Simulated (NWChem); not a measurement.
Isomers of C3H3ClF2, each optimised at B3LYP/6-31G* with NWChem, gas phase unless a solvent is named. Flexible species stand in one conformer each, which need not be the lowest. Pople sets run with spherical d functions. Relative energies count from the lowest isomer at each level and are electronic, without zero-point energy, on those geometries.

A: F[C@@H]1C[C@@]1(F)Cl
B: Cl/C=C/C(F)F
C: F[C@@H]1[C@H](F)[C@H]1Cl
D: C=C(Cl)C(F)F

| quantity | A | B | C | D |
|---|---|---|---|---|
| relative energy, PW6B95/def2-TZVP (kcal/mol) | 17.9 | 0.0 | 20.5 | 0.8 |
| relative energy, CAM-B3LYP/def2-TZVP (kcal/mol) | 19.5 | 0.0 | 22.1 | 0.8 |
| orbital gap (eV), B3LYP/6-31G* | 7.85 | 6.87 | 7.69 | 6.89 |
| highest harmonic frequency (cm⁻¹), B3LYP/6-31G* | 3252 | 3258 | 3213 | 3290 |
| SMD solvation free energy in toluene, B3LYP/6-31G* (kcal/mol) | -4.0 | -3.6 | -4.5 | -2.9 |
